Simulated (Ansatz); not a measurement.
C$_{6}$H$_{4}$N$_{2}$, SMILES `N#Cc1ccccn1`. Charge 0, multiplicity 1. The structure was optimised at the PBE0-D4/def2-TZVP level.

```xyz
12

N     0.638    2.420   -2.673
C     0.457    1.601   -1.886
C     0.217    0.615   -0.867
C    -0.179    1.033    0.399
C    -0.403    0.063    1.361
C    -0.223   -1.266    1.019
C     0.176   -1.572   -0.276
N     0.395   -0.660   -1.211
H    -0.304    2.087    0.610
H    -0.713    0.343    2.360
H    -0.386   -2.058    1.740
H     0.326   -2.605   -0.576
```

Question: What is the dipole moment at B3LYP/def2-TZVPP? (An estimate is asked.)

Answer: Ansatz gave: 5.82 D, with components (-1.35, -2.43, 5.11) D in this frame, pointing from negative to positive charge.

Question: And with PBE, r2SCAN, ωB97M-V? (Estimate.)

Answer: Ansatz gave: PBE 5.65 D, r2SCAN 5.79 D, ωB97M-V 5.80 D.

Question: Give the Mulliken charges with B3LYP, PBE, r2SCAN in def2-TZVPP. (Estimate.)

Answer: The calculation gave: 
| atom | B3LYP | PBE | r2SCAN |
| --- | --- | --- | --- |
| N1 | 0.04 | 0.10 | -0.04 |
| C2 | -0.21 | -0.31 | -0.17 |
| C3 | 0.21 | 0.22 | 0.32 |
| C4 | -0.15 | -0.13 | -0.13 |
| C5 | -0.09 | -0.09 | -0.06 |
| C6 | -0.09 | -0.06 | -0.05 |
| C7 | -0.04 | -0.06 | 0.03 |
| N8 | -0.22 | -0.17 | -0.29 |
| H9 | 0.14 | 0.12 | 0.10 |
| H10 | 0.14 | 0.13 | 0.11 |
| H11 | 0.13 | 0.12 | 0.10 |
| H12 | 0.13 | 0.11 | 0.09 |

B3LYP here is the variant with VWN-RPA as its local correlation; programs differ in this.
